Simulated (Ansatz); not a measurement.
The same path of GaH$_{6}$NSi (9 atoms, charge 0, multiplicity 1) was run twice with different band settings. Lost on the way: Ga1–Si2, N3–H4. Made: Si2–H4.

Theory: Ansatz 0.2.0, RKS PBE0-D4/def2-SVP.

Relaxed end points:

```xyz
9
Properties=species:S:1:pos:R:3
Ga -0.724 -0.118 -0.609
Si 1.068 1.278 0.174
N -0.963 -1.715 0.216
H -0.394 -2.050 0.985
H -1.726 0.192 -1.775
H 2.088 1.503 -0.902
H 0.559 2.624 0.592
H 1.774 0.672 1.349
H -1.682 -2.385 -0.031
```

```xyz
9
Properties=species:S:1:pos:R:3
Ga -1.780 -0.240 -0.900
Si 1.386 0.629 0.567
N -1.190 -1.641 -0.134
H 1.336 -0.773 1.049
H -2.147 1.113 -1.527
H 2.520 0.845 -0.381
H 0.121 0.969 -0.175
H 1.498 1.595 1.700
H -1.746 -2.497 -0.200
```

Common settings: movable images 7; spring 5.0 eV/Å²; start path through a guess of the saddle point; force threshold 0.03 eV/Å; iteration limit 60; end points relaxed.

| run | climbing image | optimiser |
| --- | --- | --- |
| 1 | yes | quadratic models (default) |
| 2 | from the first iteration | fire |

Task: What does each run give, and how far can it be trusted?

Result: Run 1: converged after 16 iterations, highest image 3.599 eV above the first end. Neighbouring images differ by up to 2.3 eV, so the band resolves the path poorly. A vibrational analysis at the climbing image gives one clearly imaginary mode, 1348i cm⁻¹: a first-order saddle point.
Run 2: not converged after 60 iterations, highest image 3.599 eV above the first end. The band didn't meet its force threshold, so its energies are provisional: the largest band force was still 0.06 eV/Å, and over the last iterations the top stayed at 3.60 eV.
The orbitals stay closed-shell, which can raise the energy where a bond breaks towards radicals; this wasn't checked here.
